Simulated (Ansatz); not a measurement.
Mulliken charges of H5NO3Si (`N[Si](O)(O)O`) from r2SCAN/def2-TZVPP in Ansatz (PBE0-D4/def2-TZVP geometry).

| atom | x (Å) | y (Å) | z (Å) | charge (e) |
| --- | --- | --- | --- | --- |
| N1 | -0.813 | 0.012 | 1.272 | -0.454 |
| Si2 | 0.109 | -0.062 | -0.151 | 0.776 |
| O3 | 1.001 | -1.418 | 0.042 | -0.422 |
| O4 | -0.674 | -0.196 | -1.586 | -0.425 |
| O5 | 0.954 | 1.336 | -0.311 | -0.428 |
| H6 | -1.130 | -0.840 | 1.704 | 0.167 |
| H7 | -1.442 | 0.777 | 1.447 | 0.154 |
| H8 | 1.277 | -1.847 | -0.769 | 0.210 |
| H9 | -0.690 | 0.596 | -2.124 | 0.213 |
| H10 | 1.407 | 1.642 | 0.476 | 0.208 |

Task: By hand: the dipole of these point charges (1 e Å = 4.8032 D).

Result: Σ q r = (-0.088, 0.116, 0.087) e Å, of length 0.170 e Å = 0.82 D.

Task: How does the dipole of the full density compare? (Best estimate.)

Result: Ansatz gave: (-0.088, 0.190, 0.060) e Å, 1.05 D; the point charges give 0.78 times that, at 19° from its direction.

Point charges leave out the atoms' own dipoles, such as those of lone pairs, and Mulliken's split depends on the basis, so the two needn't agree.
